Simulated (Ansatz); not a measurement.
`N[Si](N)(O)[SiH3]` + `OB(O)Br` → `OB(Br)O[SiH3]` + `N[SiH](N)O`  (cleavage of the Si–Si bond)

Computed with Ansatz on PBE0-D4/def2-TZVP structures; ΔE is electronic, products minus reactants. CBS: MP2 limit from def2 TZ/QZ plus the TZ coupled-cluster correction, frozen cores. For Br outer-core shells are correlated without core-valence functions, which leaves a few kJ/mol of doubt a bond. Scalar relativity is left out up to krypton. Each species was taken in one conformer, which may not be the lowest.

```tsv
species	CCSD/CBS(def2) energy (Eh)
`N[Si](N)(O)[SiH3]`	-767.63668
`OB(O)Br`	-2749.78549
`OB(Br)O[SiH3]`	-3040.09552
`N[SiH](N)O`	-477.36646
```

(1) Work out ΔE.

Largest T1 diagnostic among the species: 0.012.

## Answers

(1) ΔE = (-3040.09552) + (-477.36646) − (-767.63668) − (-2749.78549) = -0.03981 Eh = -1.08 eV. CCSD(T)/CBS gives -1.05 eV.

In def2-TZVPP, CCSD(T) changes the Hartree–Fock value by +0.26 eV (the triples alone add +0.03 eV) and MP2 by +0.18 eV. From PBE to PBE0 (25 % exact exchange), in def2-TZVPP and without D4, ΔE moves by −0.09 eV.
